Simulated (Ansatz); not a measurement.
Reaction (atomization): `OB(O)SC(F)(F)F` → B• + C• + 3 F• + 2 H• + 2 O• + S•

Computed with Ansatz on PBE0-D4/def2-TZVP structures; ΔE is electronic, products minus reactants. CBS: MP2 limit from def2 TZ/QZ plus the TZ coupled-cluster correction, frozen cores. This one scheme is used for every species, atoms too. Functionals use def2-TZVPP. Open shells (•) are unrestricted, without spin–orbit coupling. Spin–orbit coupling would lower the free atoms: a little for B, C, F, O, S. One conformer a species, not always the lowest.

```csv
level,ΔE (kcal/mol),difference from CCSD(T)/CBS
PBE-D4,1043.6,45.5
PBE0-D4,1003.6,5.5
B2PLYP,985.8,-12.3
PBE,1037.9,39.8
PBE0,998.7,0.6
HF/def2-TZVPP,678.0,-320.1
CCSD/def2-TZVPP,943.6,-54.5
SCS-MP2/def2-QZVPP,1007.2,9.1
HF/CBS(def2),679.5,-318.6
CCSD/CBS(def2),974.9,-23.2
CCSD(T)/CBS,998.1,0
```

Largest T1 diagnostic among the species: 0.014.

The D4 term adds +9.3 kcal/mol with B3LYP and +4.8 kcal/mol with PBE0; it sums over pairs of atoms, weighted by their polarisabilities, and B3LYP, whose exchange is more repulsive, gets the larger term. From PBE to PBE0 (25 % exact exchange), in def2-TZVPP and without D4, ΔE moves by −39.2 kcal/mol: exact exchange takes away binding that semilocal exchange gives to molecules. In def2-TZVPP, CCSD(T) changes the Hartree–Fock value by +288.8 kcal/mol (the triples alone add +23.2 kcal/mol) and MP2 by +337.2 kcal/mol; breaking electron pairs costs correlation energy, which Hartree–Fock lacks.

B3LYP here is the variant with VWN-RPA as its local correlation; programs differ in this.

For atomizations the MP2-based limit and the directly extrapolated one differ by several kJ/mol either way, and by 10 to 25 for some Ge, Se and Sn compounds, so smaller differences from it don't rank the levels.
